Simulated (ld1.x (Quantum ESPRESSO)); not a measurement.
**Tc, TM: configuration errors across variants**

Tc (Z = 43), norm-conserving Troullier–Martins (Kleinman–Bylander form), made with ld1.x (Quantum ESPRESSO) 7.5 (LDA (PZ), scalar-relativistic). Core [Ar] 3d10, reference 4s2 4p6 4d5 5s2 5p0. Waves: 4s (bound): rc 1.75 bohr; 4p (bound): rc 1.30 bohr; 4d (bound): rc 1.35 bohr. Local part: the d channel. Core correction: none.

Occupied shells without a wave of their own: 5s. They enter only through the test configuration that unscreens the potential.

All-electron excitation energies from the reference (eV): (1) 4s2 4p6 4d5 5s1 5p0 8.432; (2) 4s2 4p6 4d5 5s0 5p0 23.634; (3) 4s2 4p6 4d4 5s0 5p0 52.562; (4) 4s2 4p6 4d5 5s0 5p1 13.113; (5) 4s2 4p6 4d5 5s1.5 5p0 3.407; (6) 4s2 4p6 4d5 5s0 5p2 7.895; (7) 4s2 4p6 4d4 5s2 5p1 6.603; (8) 4s2 4p6 4d5 5s2 5p0 spin -3.495; (9) 4s2 4p6 4d5 5s1 5p0 spin 3.832.

Spin tests fill each open shell by Hund’s rule, majority spin first.

For the base: The 5s level has no wave, so the channel is fitted at the deeper level alone: the likely source of the large errors.

1 further variants failed, have other tests or too few solved ones, and are left out.

The file “base” misses its own reference levels by 0.6 eV. The file “wave 4d (bound): rc 1.35 bohr becomes 4d (bound): rc 1.04 bohr” misses its own reference levels by 0.9 eV. The file “wave 4d (bound): rc 1.35 bohr becomes 4d (bound): rc 1.26 bohr” misses its own reference levels by 0.6 eV. The file “wave 4d (bound): rc 1.35 bohr becomes 4d (bound): rc 1.40 bohr” misses its own reference levels by 0.6 eV. The file “wave 4d (bound): rc 1.35 bohr becomes 4d (bound): rc 1.68 bohr” misses its own reference levels by 0.6 eV. The file “wave 4d (bound): rc 1.35 bohr becomes 4d (bound): rc 1.80 bohr” misses its own reference levels by 0.6 eV. The file “wave 4d (bound): rc 1.35 bohr becomes 4d (bound): rc 2.00 bohr” misses its own reference levels by 0.6 eV.

Errors AE − PS in meV (a dash: test not solved or not reliable):

```tsv
change	(1)	(2)	(3)	(4)	(5)	(6)	(7)	(8)	(9)	bound ghosts
base	-792	-2027	-2915	-1693	-348	-1439	+51	+192	-482	none
wave 4d (bound): rc 1.35 bohr becomes 4d (bound): rc 1.04 bohr	-1147	-2994	-4353	-2497	-502	-2125	+95	+166	-797	none
wave 4d (bound): rc 1.35 bohr becomes 4d (bound): rc 1.26 bohr	-801	-2051	-2950	-1712	-352	-1455	+53	+190	-492	none
wave 4d (bound): rc 1.35 bohr becomes 4d (bound): rc 1.40 bohr	-787	-2015	-2899	-1685	-346	-1433	+50	+194	-477	none
wave 4d (bound): rc 1.35 bohr becomes 4d (bound): rc 1.68 bohr	-789	-2021	-2910	-1694	-347	-1445	+45	+200	-474	none
wave 4d (bound): rc 1.35 bohr becomes 4d (bound): rc 1.80 bohr	-797	-2045	-2952	-1721	-350	-1470	+42	+206	-477	none
wave 4d (bound): rc 1.35 bohr becomes 4d (bound): rc 2.00 bohr	-829	-2139	-3103	-1814	-364	-1559	+34	+218	-494	none
```

Q: Give the same row for: wave 4d (bound): rc 1.35 bohr becomes 4d (bound): rc 1.50 bohr.

A: -785, -2010, -2892, -1681, -345, -1431, +48, +196, -474; bound ghosts: none.
